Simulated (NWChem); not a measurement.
System meant: Si$_{2}$H$_{6}$O$_{2}$; SMILES [SiH2](O)[SiH2]O

Input file for NWChem:

```
start job
memory heap 200 mb stack 900 mb global 1100 mb
geometry units angstroms noautoz
  O      1.090942    -1.533749     0.266802
  Si    -0.545047    -1.209275     0.206434
  Si    -0.526524     1.120712    -0.142604
  O      1.155993     1.282230    -0.151674
  H      1.607225    -0.721035     0.150249
  H     -1.229500    -1.594930     1.478343
  H     -1.212049    -1.952545    -0.905996
  H     -1.139947     1.949618     0.945306
  H     -1.118464     1.592396    -1.436466
  H      1.537282     2.156040    -0.279473
end
basis spherical
  * library def2-svp
end
dft
  odft
  mult 2
  xc xpbe96 cpbe96
  iterations 150
  mulliken
end
task dft energy
```

End of the output:

```
 Summary of "ao basis" -> "" (spherical)
 ------------------------------------------------------------------------------
       Tag                 Description            Shells   Functions and Types
 ---------------- ------------------------------  ------  ---------------------
 *                          def2-svp                  on all atoms

  pbe96 is a nonlocal functional; adding pw91lda local functional.

                                 NWChem DFT Module
                                 -----------------

 Summary of "ao basis" -> "ao basis" (spherical)
 ------------------------------------------------------------------------------
       Tag                 Description            Shells   Functions and Types
 ---------------- ------------------------------  ------  ---------------------
 O                          def2-svp                 6       14   3s2p1d
 Si                         def2-svp                 8       18   4s3p1d
 H                          def2-svp                 3        5   2s1p

 Summary of "ao basis" -> "ao basis" (spherical)
 ------------------------------------------------------------------------------
       Tag                 Description            Shells   Functions and Types
 ---------------- ------------------------------  ------  ---------------------
 O                          def2-svp                 6       14   3s2p1d
 Si                         def2-svp                 8       18   4s3p1d
 H                          def2-svp                 3        5   2s1p

      Symmetry analysis of basis
      --------------------------

        a'         64
        a"         30

  number of electrons :                   50
  multiplicity        :                    2
 ------------------------------------------------------------------------
  no. of electrons and multiplicity not compatible                  50
 ------------------------------------------------------------------------
 ------------------------------------------------------------------------
  current input line :
    25: task dft energy
 ------------------------------------------------------------------------
 ------------------------------------------------------------------------
 There is an error in the input file
 ------------------------------------------------------------------------
 For more information see the NWChem manual at https://nwchemgit.github.io

0: no. of electrons and multiplicity not compatible:Received an Error in Communication
```

Question: Find the fault in this run and fix the input.

Answer: The program refused the input. Cause: the multiplicity doesn't fit the number of electrons (an even count wants an odd multiplicity, and the reverse). This input runs:
```
start job
memory heap 200 mb stack 900 mb global 1100 mb
geometry units angstroms noautoz
  O      1.090942    -1.533749     0.266802
  Si    -0.545047    -1.209275     0.206434
  Si    -0.526524     1.120712    -0.142604
  O      1.155993     1.282230    -0.151674
  H      1.607225    -0.721035     0.150249
  H     -1.229500    -1.594930     1.478343
  H     -1.212049    -1.952545    -0.905996
  H     -1.139947     1.949618     0.945306
  H     -1.118464     1.592396    -1.436466
  H      1.537282     2.156040    -0.279473
end
basis spherical
  * library def2-svp
end
dft
  xc xpbe96 cpbe96
  iterations 150
  mulliken
end
task dft energy
```
It converges to -732.32991 Ha (PBE/def2-SVP).
